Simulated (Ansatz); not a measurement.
Ansatz (a program for electronic structure) input (HF/6-31G*):

Ansatz 0.2 input:
```yaml
crystal:
  periodic: [false, false, false]
  atoms:
    - {symbol: C, position_ang: [-2.02317207, 1.03687041, -0.14503300]}
    - {symbol: B, position_ang: [-0.85880826, 0.03281021, 0.00376251]}
    - {symbol: C, position_ang: [-1.09848721, -1.51625895, 0.25472052]}
    - {symbol: S, position_ang: [0.80649968, 0.75365729, -0.12934633]}
    - {symbol: C, position_ang: [1.97175031, -0.62668548, 0.07978798]}
    - {symbol: H, position_ang: [-1.88100537, 2.09157371, -0.31568003]}
    - {symbol: H, position_ang: [-3.05454248, 0.72846569, -0.08473318]}
    - {symbol: H, position_ang: [-2.15347827, -1.76675855, 0.30598174]}
    - {symbol: H, position_ang: [-0.65507668, -2.11904424, -0.53551067]}
    - {symbol: H, position_ang: [-0.63700180, -1.84318140, 1.18454913]}
    - {symbol: H, position_ang: [2.96890762, -0.21576364, 0.00340601]}
    - {symbol: H, position_ang: [1.86000928, -1.09089524, 1.04968940]}
    - {symbol: H, position_ang: [1.84168792, -1.37051998, -0.69382661]}
basis:
  gaussian:
    orbitals: 6-31G*
hamiltonian:
  xc: {name: HF}
magnetization: {spin_polarized: true, initial_magnetization: 1}
phonons: {temperatures: {t_min: 298.15, t_max: 298.15, t_step: 100}}
```

Output:

```
Functional definition: HF
integrals: 0.04 GiB planned
1110 factors; integrals over basis functions are off by at most 4.3e-4 eV
mean field: 0.50 GiB planned
mean field evaluation 1: about -14703.7026 eV, gradient 2.0e1 eV
mean field evaluation 2: about -14703.7844 eV, gradient 2.0e1 eV
mean field evaluation 4: about -14706.6406 eV, gradient 2.4e0 eV
mean field evaluation 8: about -14706.7239 eV, gradient 4.1e-1 eV
mean field -14706.73035361 eV, -540.4623719155 hartree, gradient 5.4e-5 eV, S^2 0.759703; 0 other end points of the search recorded, 0 dependent functions left out
the calculation of the forces begins
reference -14706.73035361 eV, -540.4623719155 hartree; 24, 23 occupied and 71, 72 virtual orbitals, 1110 factors
these checks for a lower state are left out or cut short: stability, starts, cluster_reference, orbital_swaps, neighbouring_geometries, increment
integrals: 0.04 GiB planned
1110 factors; integrals over basis functions are off by at most 4.3e-4 eV
mean field: 0.50 GiB planned
mean field evaluation 16: about -14706.6383 eV, gradient 2.5e-1 eV
mean field -14706.73016105 eV, -540.4623648390 hartree, gradient 1.4e-6 eV, S^2 0.759695; 0 other end points of the search recorded, 0 dependent functions left out
the calculation of the forces begins
reference -14706.73016105 eV, -540.4623648390 hartree; 24, 23 occupied and 71, 72 virtual orbitals, 1110 factors
these checks for a lower state are left out or cut short: stability, starts, cluster_reference, orbital_swaps, neighbouring_geometries, increment
integrals: 0.04 GiB planned
1110 factors; integrals over basis functions are off by at most 4.3e-4 eV
mean field: 0.50 GiB planned
mean field -14706.73016334 eV, -540.4623649231 hartree, gradient 1.4e-6 eV, S^2 0.759711; 0 other end points of the search recorded, 0 dependent functions left out
the calculation of the forces begins
reference -14706.73016334 eV, -540.4623649231 hartree; 24, 23 occupied and 71, 72 virtual orbitals, 1110 factors
these checks for a lower state are left out or cut short: stability, starts, cluster_reference, orbital_swaps, neighbouring_geometries, increment
integrals: 0.04 GiB planned
1110 factors; integrals over basis functions are off by at most 4.3e-4 eV
mean field: 0.50 GiB planned
mean field evaluation 32: about -14706.7302 eV, gradient 5.1e-5 eV
mean field -14706.73024886 eV, -540.4623680657 hartree, gradient 1.8e-6 eV, S^2 0.759720; 0 other end points of the search recorded, 0 dependent functions left out
the calculation of the forces begins
reference -14706.73024886 eV, -540.4623680657 hartree; 24, 23 occupied and 71, 72 virtual orbitals, 1110 factors
these checks for a lower state are left out or cut short: stability, starts, cluster_reference, orbital_swaps, neighbouring_geometries, increment
integrals: 0.04 GiB planned
1110 factors; integrals over basis functions are off by at most 4.3e-4 eV
mean field: 0.50 GiB planned
mean field -14706.73024961 eV, -540.4623680934 hartree, gradient 2.1e-6 eV, S^2 0.759686; 0 other end points of the search recorded, 0 dependent functions left out
the calculation of the forces begins
reference -14706.73024961 eV, -540.4623680934 hartree; 24, 23 occupied and 71, 72 virtual orbitals, 1110 factors
these checks for a lower state are left out or cut short: stability, starts, cluster_reference, orbital_swaps, neighbouring_geometries, increment
integrals: 0.04 GiB planned
1110 factors; integrals over basis functions are off by at most 4.3e-4 eV
mean field: 0.50 GiB planned
mean field -14706.73021475 eV, -540.4623668122 hartree, gradient 2.4e-6 eV, S^2 0.759700; 0 other end points of the search recorded, 0 dependent functions left out
the calculation of the forces begins
reference -14706.73021475 eV, -540.4623668122 hartree; 24, 23 occupied and 71, 72 virtual orbitals, 1110 factors
these checks for a lower state are left out or cut short: stability, starts, cluster_reference, orbital_swaps, neighbouring_geometries, increment
integrals: 0.04 GiB planned
1110 factors; integrals over basis functions are off by at most 4.3e-4 eV
mean field: 0.50 GiB planned
mean field -14706.73021110 eV, -540.4623666781 hartree, gradient 2.4e-6 eV, S^2 0.759705; 0 other end points of the search recorded, 0 dependent functions left out
the calculation of the forces begins
reference -14706.73021110 eV, -540.4623666781 hartree; 24, 23 occupied and 71, 72 virtual orbitals, 1110 factors
these checks for a lower state are left out or cut short: stability, starts, cluster_reference, orbital_swaps, neighbouring_geometries, increment
integrals: 0.04 GiB planned
1110 factors; integrals over basis functions are off by at most 4.3e-4 eV
mean field: 0.50 GiB planned
mean field -14706.73027036 eV, -540.4623688558 hartree, gradient 2.6e-6 eV, S^2 0.759715; 0 other end points of the search recorded, 0 dependent functions left out
[...]
mean field: 0.50 GiB planned
mean field -14706.73028760 eV, -540.4623694895 hartree, gradient 1.9e-6 eV, S^2 0.759703; 0 other end points of the search recorded, 0 dependent functions left out
the calculation of the forces begins
reference -14706.73028760 eV, -540.4623694895 hartree; 24, 23 occupied and 71, 72 virtual orbitals, 1110 factors
these checks for a lower state are left out or cut short: stability, starts, cluster_reference, orbital_swaps, neighbouring_geometries, increment
integrals: 0.04 GiB planned
1110 factors; integrals over basis functions are off by at most 4.3e-4 eV
mean field: 0.50 GiB planned
mean field evaluation 256: about -14706.7303 eV, gradient 1.7e-5 eV
mean field -14706.73028787 eV, -540.4623694994 hartree, gradient 1.8e-6 eV, S^2 0.759703; 0 other end points of the search recorded, 0 dependent functions left out
the calculation of the forces begins
reference -14706.73028787 eV, -540.4623694994 hartree; 24, 23 occupied and 71, 72 virtual orbitals, 1110 factors
these checks for a lower state are left out or cut short: stability, starts, cluster_reference, orbital_swaps, neighbouring_geometries, increment
integrals: 0.04 GiB planned
1110 factors; integrals over basis functions are off by at most 4.3e-4 eV
mean field: 0.50 GiB planned
mean field -14706.73031967 eV, -540.4623706679 hartree, gradient 1.8e-6 eV, S^2 0.759702; 0 other end points of the search recorded, 0 dependent functions left out
the calculation of the forces begins
reference -14706.73031967 eV, -540.4623706679 hartree; 24, 23 occupied and 71, 72 virtual orbitals, 1110 factors
these checks for a lower state are left out or cut short: stability, starts, cluster_reference, orbital_swaps, neighbouring_geometries, increment
integrals: 0.04 GiB planned
1110 factors; integrals over basis functions are off by at most 4.3e-4 eV
mean field: 0.50 GiB planned
mean field -14706.73031997 eV, -540.4623706791 hartree, gradient 1.7e-6 eV, S^2 0.759703; 0 other end points of the search recorded, 0 dependent functions left out
the calculation of the forces begins
reference -14706.73031997 eV, -540.4623706791 hartree; 24, 23 occupied and 71, 72 virtual orbitals, 1110 factors
these checks for a lower state are left out or cut short: stability, starts, cluster_reference, orbital_swaps, neighbouring_geometries, increment
integrals: 0.04 GiB planned
1110 factors; integrals over basis functions are off by at most 4.3e-4 eV
mean field: 0.50 GiB planned
mean field -14706.73029464 eV, -540.4623697482 hartree, gradient 2.2e-6 eV, S^2 0.759703; 0 other end points of the search recorded, 0 dependent functions left out
the calculation of the forces begins
reference -14706.73029464 eV, -540.4623697482 hartree; 24, 23 occupied and 71, 72 virtual orbitals, 1110 factors
these checks for a lower state are left out or cut short: stability, starts, cluster_reference, orbital_swaps, neighbouring_geometries, increment
integrals: 0.04 GiB planned
1110 factors; integrals over basis functions are off by at most 4.3e-4 eV
mean field: 0.50 GiB planned
mean field -14706.73029460 eV, -540.4623697467 hartree, gradient 2.0e-6 eV, S^2 0.759702; 0 other end points of the search recorded, 0 dependent functions left out
the calculation of the forces begins
reference -14706.73029460 eV, -540.4623697467 hartree; 24, 23 occupied and 71, 72 virtual orbitals, 1110 factors
these checks for a lower state are left out or cut short: stability, starts, cluster_reference, orbital_swaps, neighbouring_geometries, increment
integrals: 0.04 GiB planned
1110 factors; integrals over basis functions are off by at most 4.3e-4 eV
mean field: 0.50 GiB planned
mean field evaluation 288: about -14706.7303 eV, gradient 8.0e-6 eV
mean field -14706.73033466 eV, -540.4623712190 hartree, gradient 2.8e-6 eV, S^2 0.759701; 0 other end points of the search recorded, 0 dependent functions left out
the calculation of the forces begins
reference -14706.73033466 eV, -540.4623712190 hartree; 24, 23 occupied and 71, 72 virtual orbitals, 1110 factors
these checks for a lower state are left out or cut short: stability, starts, cluster_reference, orbital_swaps, neighbouring_geometries, increment
integrals: 0.04 GiB planned
1110 factors; integrals over basis functions are off by at most 4.3e-4 eV
mean field: 0.50 GiB planned
mean field -14706.73033507 eV, -540.4623712340 hartree, gradient 2.8e-6 eV, S^2 0.759705; 0 other end points of the search recorded, 0 dependent functions left out
the calculation of the forces begins
reference -14706.73033507 eV, -540.4623712340 hartree; 24, 23 occupied and 71, 72 virtual orbitals, 1110 factors
these checks for a lower state are left out or cut short: stability, starts, cluster_reference, orbital_swaps, neighbouring_geometries, increment
integrals: 0.04 GiB planned
1110 factors; integrals over basis functions are off by at most 4.3e-4 eV
mean field: 0.50 GiB planned
mean field -14706.73031923 eV, -540.4623706519 hartree, gradient 1.6e-6 eV, S^2 0.759703; 0 other end points of the search recorded, 0 dependent functions left out
the calculation of the forces begins
reference -14706.73031923 eV, -540.4623706519 hartree; 24, 23 occupied and 71, 72 virtual orbitals, 1110 factors
these checks for a lower state are left out or cut short: stability, starts, cluster_reference, orbital_swaps, neighbouring_geometries, increment
integrals: 0.04 GiB planned
1110 factors; integrals over basis functions are off by at most 4.3e-4 eV
mean field: 0.50 GiB planned
mean field -14706.73031863 eV, -540.4623706297 hartree, gradient 1.7e-6 eV, S^2 0.759702; 0 other end points of the search recorded, 0 dependent functions left out
the calculation of the forces begins
reference -14706.73031863 eV, -540.4623706297 hartree; 24, 23 occupied and 71, 72 virtual orbitals, 1110 factors
these checks for a lower state are left out or cut short: stability, starts, cluster_reference, orbital_swaps, neighbouring_geometries, increment
integrals: 0.04 GiB planned
1110 factors; integrals over basis functions are off by at most 4.3e-4 eV
mean field: 0.50 GiB planned
mean field -14706.73025607 eV, -540.4623683307 hartree, gradient 2.3e-6 eV, S^2 0.759703; 0 other end points of the search recorded, 0 dependent functions left out
the calculation of the forces begins
reference -14706.73025607 eV, -540.4623683307 hartree; 24, 23 occupied and 71, 72 virtual orbitals, 1110 factors
these checks for a lower state are left out or cut short: stability, starts, cluster_reference, orbital_swaps, neighbouring_geometries, increment
integrals: 0.04 GiB planned
1110 factors; integrals over basis functions are off by at most 4.3e-4 eV
mean field: 0.50 GiB planned
mean field evaluation 320: about -14706.7303 eV, gradient 1.8e-6 eV
mean field -14706.73025538 eV, -540.4623683055 hartree, gradient 2.1e-6 eV, S^2 0.759703; 0 other end points of the search recorded, 0 dependent functions left out
the calculation of the forces begins
reference -14706.73025538 eV, -540.4623683055 hartree; 24, 23 occupied and 71, 72 virtual orbitals, 1110 factors
Total energy: -14706.73035361 eV, -540.4623719155 hartree
Atom 0 at    -2.023172     1.036870    -0.145033 Å, force    -0.000262    -0.000233     0.000040 eV/Å
Atom 1 at    -0.858808     0.032810     0.003763 Å, force    -0.000414     0.000637    -0.000098 eV/Å
Atom 2 at    -1.098487    -1.516259     0.254721 Å, force     0.000682     0.000363    -0.000065 eV/Å
Atom 3 at     0.806500     0.753657    -0.129346 Å, force    -0.000014     0.000547    -0.000088 eV/Å
Atom 4 at     1.971750    -0.626685     0.079788 Å, force     0.000465    -0.000534     0.000081 eV/Å
Atom 5 at    -1.881005     2.091574    -0.315680 Å, force     0.000261     0.000046    -0.000010 eV/Å
Atom 6 at    -3.054542     0.728466    -0.084733 Å, force     0.000084    -0.000319     0.000050 eV/Å
Atom 7 at    -2.153478    -1.766759     0.305982 Å, force    -0.000465     0.000165    -0.000022 eV/Å
Atom 8 at    -0.655077    -2.119044    -0.535511 Å, force    -0.000060    -0.000435     0.000003 eV/Å
Atom 9 at    -0.637002    -1.843181     1.184549 Å, force    -0.000059    -0.000414     0.000134 eV/Å
Atom 10 at     2.968908    -0.215764     0.003406 Å, force    -0.000037    -0.000047     0.000008 eV/Å
Atom 11 at     1.860009    -1.090895     1.049689 Å, force    -0.000091     0.000114    -0.000011 eV/Å
Atom 12 at     1.841688    -1.370520    -0.693827 Å, force    -0.000091     0.000112    -0.000023 eV/Å
Dipole moment:    -0.055616    -0.300262     0.048740 e Å
Vibrations: 61.48 120.45 152.00 200.92 289.00 309.98 368.10 416.16 607.45 737.68 785.52 870.26 920.47 946.52 1071.16 1088.90 1212.52 1253.75 1497.95 1519.18 1601.80 1610.94 1615.52 1629.81 1632.15 3184.53 3233.96 3238.33 3259.52 3300.65 3324.09 3325.16 3381.00 cm⁻¹, zero-point energy 3.023161 eV
```

The blocks after the first are displaced geometries, from whose forces the wavenumbers follow.
